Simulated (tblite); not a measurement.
C₄H₅, charge -1, singlet, geometry from GFN2-xTB; GFN1-xTB (tblite).

Input for tblite:
```
$ tblite run mol.xyz --method gfn1 --charge -1 --spin 0 --etemp 2000 --json tblite.json --no-restart

# file mol.xyz
9

C     -0.02689703     0.01898413     2.00101260
C     -0.00904766    -0.04049079     0.66114669
C      0.00789498    -0.42450959    -0.53346907
C      0.02444904     0.23607485    -1.86598431
H     -0.95631018     0.02398960     2.57125672
H      0.88696065     0.03044252     2.59575182
H     -0.01375398     1.34661131    -1.85047335
H      0.93433358    -0.04072948    -2.41968026
H     -0.82962597    -0.10066542    -2.47309051
```

The log (banner, timings and long lists left out):

```
xTB calculator
 | screened Coulomb repulsion
 | Coulomb electrostatics
 |  * isotropic Klopman-Ohno-Mataga-Nishimoto electrostatics
 |  * onsite third-order electrostatics
 | DFT-D3(BJ) dispersion correction

halogen bonding energy    0.0000000000000E+00 Eh
repulsion energy          2.1468801565675E-01 Eh
dispersion energy        -2.1690621853894E-03 Eh
number of electrons       2.2000000000000E+01 e
integral cutoff           1.9731147476801E+01 bohr

------------------------------------------------------------
  cycle        total energy    energy error   density error
------------------------------------------------------------
      1     -11.23123342310  -1.1443752E+01   7.0562663E-01
      2     -11.24398112025  -1.2747697E-02   4.2097591E-01
      3     -11.24459747274  -6.1635248E-04   2.2927282E-02
      4     -11.24485640583  -2.5893310E-04   6.3883586E-03
      5     -11.24487539343  -1.8987597E-05   9.3491743E-04
      6     -11.24487584852  -4.5508899E-07   4.3645431E-04
      7     -11.24487594456  -9.6042628E-08   1.4211719E-04
      8     -11.24487595756  -1.2997647E-08   1.0043654E-05
------------------------------------------------------------

electronic energy        -1.1457394911033E+01 Eh
total energy             -1.1244875957561E+01 Eh

Post processing:
 | Mayer-Wiberg bond orders

[Info] JSON dump of results written to 'tblite.json'
```
